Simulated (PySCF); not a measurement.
ClF2HSi.

```xyz
5

Si    -0.4217    -0.3654     0.0000
F     -1.1043     0.2947     1.2957
F     -1.1043     0.2947    -1.2957
Cl     1.5544     0.0957     0.0000
H     -0.6444    -1.8159     0.0000
```
Charge 0, spin multiplicity 1.

Geometry optimised at ωB97X-D3(BJ)/def2-SVP.

The numbers are results of PySCF with KT2/pcSseg-2, not measurements. Non-relativistic, no solvent.

Computed absolute GIAO shielding of each atom: isotropic value and principal components (ppm):
```json
[
 {"atom": "Si1", "σ(iso)": "383.9", "σ11": "360.5", "σ22": "386.4", "σ33": "404.9", "span": "44.4"},
 {"atom": "F2", "σ(iso)": "278.0", "σ11": "212.2", "σ22": "265.0", "σ33": "356.9", "span": "144.6"},
 {"atom": "F3", "σ(iso)": "278.0", "σ11": "212.2", "σ22": "265.0", "σ33": "356.9", "span": "144.6"},
 {"atom": "Cl4", "σ(iso)": "841.2", "σ11": "724.6", "σ22": "757.6", "σ33": "1041.5", "span": "316.9"},
 {"atom": "H5", "σ(iso)": "25.6", "σ11": "21.8", "σ22": "23.0", "σ33": "31.8", "span": "10.0"}
]
```
